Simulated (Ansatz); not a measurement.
Calculated with Ansatz (gas phase, PBE0-D4/def2-TZVP geometries, no zero-point term in ΔE). CBS: MP2 limit from def2 TZ/QZ plus the TZ coupled-cluster correction, frozen cores. Functionals use def2-TZVPP. For Ga outer-core shells are correlated without core-valence functions, which leaves a few kJ/mol of doubt a bond. Scalar relativity is left out up to krypton. Each species was taken in one conformer, which may not be the lowest.

Consider the redistribution: `C=[C]([SiH3])[GaH2]` + `C[SiH](F)BN` → `C[SiH](F)B[SiH3]` + `C=[C](N)[GaH2]`.

CCSD(T)/CBS gives +2.22 eV.

(1) Another level gave +2.19 eV. Which?
A. LDA (SPW92)/def2-TZVPP
B. CAM-B3LYP-D4/def2-TZVPP
C. SCS-MP2/def2-TZVPP
D. PBE0-D4/def2-TZVPP

(2) What do rigid-rotor, harmonic-oscillator terms from PBE0-D4/def2-TZVP frequencies (298.15 K, 1 bar) make of the CCSD(T)/CBS value? (An estimate is asked.)

Largest T1 diagnostic among the species: 0.013.

Results:

(1) B. CAM-B3LYP-D4 2.19, SCS-MP2/def2-TZVPP 2.31, PBE0-D4 2.07, LDA (SPW92) 2.02 eV.

(2) Ansatz gave: ΔZPE = -0.07 eV, ΔH = +2.17 eV, ΔS = 18 J/(mol·K), ΔG = +2.11 eV. Modes under 50 cm⁻¹ make the entropy rough.

At CCSD(T), def2-SVP lies +0.06 eV from the extrapolated value and def2-TZVPP +0.01 eV. From PBE to PBE0 (25 % exact exchange), in def2-TZVPP and without D4, ΔE moves by +0.06 eV.

CCSD(T)/CBS has its own doubt, a few kJ/mol and more with outer-core shells, so smaller differences from it don't rank the levels.
